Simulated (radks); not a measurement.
Species: Lu. Configuration: [Xe] 4f14 5d1 6s2. Calculated with a radial shooting solver on a logarithmic mesh with Libxc functionals: scalar-relativistic Kohn-Sham, r2SCAN, spin-polarised, spherical densities, finite nucleus; open shells are filled with parallel spins first (spin-orbit coupling, left out, can overturn this in heavy ions); meta-GGA in the generalised Kohn-Sham scheme; Fermi nuclear charge, rms radius 5.37 fm.

Unscreened Slater integrals over Kohn-Sham orbitals (hartree). They are taken over the spin-up orbitals.

integral,value
"F0(5d,5d)",0.32492
"F2(5d,5d)",0.15306
"F4(5d,5d)",0.096400
"F0(5d,6s)",0.27313
"G2(5d,6s)",0.10030
"F0(5d,4f)",0.44867
"F2(5d,4f)",0.086425
"F4(5d,4f)",0.039431
"G1(5d,4f)",0.040703
"G3(5d,4f)",0.030987
"G5(5d,4f)",0.023105
"F0(5d,5p)",0.41769
"F2(5d,5p)",0.17062
"G1(5d,5p)",0.18630
"G3(5d,5p)",0.11240
"F0(6s,6s)",0.24877
"F0(6s,4f)",0.32639
"G3(6s,4f)",0.0095011
"F0(6s,5p)",0.31296
"G1(6s,5p)",0.021640
"F0(4f,4f)",1.2984
"F2(4f,4f)",0.60769
"F4(4f,4f)",0.37959
"F6(4f,4f)",0.27264
"F0(4f,5p)",0.78310
"F2(4f,5p)",0.25744
"G2(4f,5p)",0.13176
"G4(4f,5p)",0.10113
"F0(5p,5p)",0.64678
"F2(5p,5p)",0.34672

Derived for the open shells (J is the average intra-shell exchange parameter used in DFT+U). 5d: Racah B = F2/49 - 5 F4/441 = 0.002031 hartree, C = 35 F4/441 = 0.007651 hartree, C/B = 3.77, F4/F2 = 0.630, J = (F2 + F4)/14 = 0.01782 hartree.
